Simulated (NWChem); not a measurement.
## Ionisation of C3H7O

```xyz
11

C      1.4384    -0.0767     0.8079
C      0.6282    -0.5637    -0.3443
O     -0.4053     0.3120    -0.7362
C     -1.4859     0.3674     0.1598
H      2.0478    -0.7697     1.3941
H      1.5942     0.9983     0.9370
H      1.2719    -0.6757    -1.2427
H      0.2286    -1.5805    -0.1319
H     -1.1862     0.7227     1.1652
H     -2.2251     1.0695    -0.2535
H     -1.9720    -0.6229     0.2819
```
Charge 0, spin multiplicity 2.

All runs are NWChem calculations. All single points use one geometry, from UB3LYP/def2-SVP, a minimum by its harmonic frequencies. It is one conformer; others weren't searched.

Basis set: def2-TZVP. −ε marks an orbital energy of the parent.

B3LYP has NWChem's definition, with VWN1-RPA local correlation. The structure started from a generated list of species. The stability of the SCF solutions was not checked. Open-shell Hartree-Fock references start from PBE0 orbitals.

**Question.** Order these methods by the first vertical ionisation energy they give, lowest first: G0W0@PBE, −ε(alpha HOMO) of HF, −ε(alpha HOMO) of LDA (SVWN5), −ε(alpha HOMO) of B3LYP, G0W0@PBE0.

**Answer.** −ε(alpha HOMO) of LDA (SVWN5) (4.87 eV), −ε(alpha HOMO) of B3LYP (5.97 eV), G0W0@PBE (8.05 eV), G0W0@PBE0 (8.48 eV), −ε(alpha HOMO) of HF (9.86 eV)
